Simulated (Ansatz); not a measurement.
GeH$_{6}$OSSi (`O[SiH](S)[GeH3]`): the same geometry under several functionals.

```yaml
crystal:
  periodic: [false, false, false]
  atoms:
    - {symbol: O, position_ang: [-1.206373, 1.289769, -1.038578]}
    - {symbol: Si, position_ang: [0.109493, 0.948360, -0.104990]}
    - {symbol: S, position_ang: [1.861883, 1.054125, -1.302195]}
    - {symbol: Ge, position_ang: [-0.097689, -1.205785, 0.893306]}
    - {symbol: H, position_ang: [-2.065389, 1.025707, -0.703921]}
    - {symbol: H, position_ang: [0.336974, 1.996897, 0.924555]}
    - {symbol: H, position_ang: [1.585133, -0.058780, -2.003373]}
    - {symbol: H, position_ang: [0.085233, -2.297321, -0.176470]}
    - {symbol: H, position_ang: [-1.489700, -1.398614, 1.528425]}
    - {symbol: H, position_ang: [0.963635, -1.405557, 1.986041]}
basis:
  gaussian: {orbitals: def2-TZVPP}
hamiltonian: {xc: {name: B2PLYP}}
```

```sh
$ ansatz run in.yaml --threads 4 --pin off --events-out ev --progress --plain --max-ram 10444MiB
```

It prints (some lines left out):

```
Functional definition: B2PLYP
1462 factors; integrals over basis functions are off by at most 8.4e-4 eV
mean field evaluation 1: about -77350.4998 eV, gradient 4.7e1 eV
mean field evaluation 2: about -77350.6468 eV, gradient 4.7e1 eV
mean field evaluation 4: about -77354.2621 eV, gradient 3.7e0 eV
mean field evaluation 8: about -77354.3020 eV, gradient 1.0e-1 eV
mean field evaluation 16: about -77354.3020 eV, gradient 2.5e-5 eV
mean field -77354.30199729 eV, -2842.7181657714 hartree, gradient 6.8e-6 eV, S^2 0.000000; 0 other end points of the search recorded, 0 dependent functions left out
20 core orbitals not correlated: weight in the atoms' cores, before any rotation towards them, 1.000 or more for the frozen orbitals, at most 0.000 for the correlated occupied ones
reference -77354.30217982 eV, -2842.7181724792 hartree; 18, 18 occupied and 209, 209 virtual orbitals, 1462 factors
second order -26.75812439 eV of doubles, -0.00000000 eV of singles
Total energy: -77361.52687341 eV, -2842.9836750714 hartree
```

Hardware: 4 threads of an Arm Neoverse V2 on a shared host. Wall time 4.6 s, peak host memory 0.66 GiB.

With the line `hamiltonian: {xc: r2scan, dispersion: d4}` and forces (abridged; 4.3 s):

```
Functional definition: r2SCAN
mean field evaluation 16: about -77377.0687 eV, gradient 1.8e-4 eV
mean field -77377.06868053 eV, -2843.5548259486 hartree, gradient 2.0e-5 eV, S^2 0.000000
Total energy: -77377.12784000 eV, -2843.5570000190 hartree
Atom 0 force    -0.019794     0.022740    -0.046950 eV/Å
Atom 1 force     0.004323    -0.049358     0.087427 eV/Å
Atom 2 force     0.053799     0.022946    -0.027491 eV/Å
Atom 3 force    -0.004001     0.004646     0.008744 eV/Å
Atom 4 force    -0.035856    -0.009028     0.006897 eV/Å
Atom 5 force     0.005266    -0.009881    -0.011635 eV/Å
Atom 6 force    -0.005366    -0.007709    -0.004574 eV/Å
Atom 7 force    -0.009287     0.041610     0.057289 eV/Å
Atom 8 force     0.064467    -0.008116    -0.022289 eV/Å
Atom 9 force    -0.053551    -0.007852    -0.047418 eV/Å
Dipole moment:    -0.304118    -0.192947     0.111674 e Å
```

Changing it to `hamiltonian: {xc: pbe0, dispersion: d4}` (abridged; 2.8 s):

```
Functional definition: PBE0
mean field evaluation 16: about -77363.2650 eV, gradient 3.7e-5 eV
mean field -77363.26497753 eV, -2843.0475492198 hartree, gradient 3.7e-5 eV, S^2 0.000000
Total energy: -77363.47849171 eV, -2843.0553957210 hartree
```
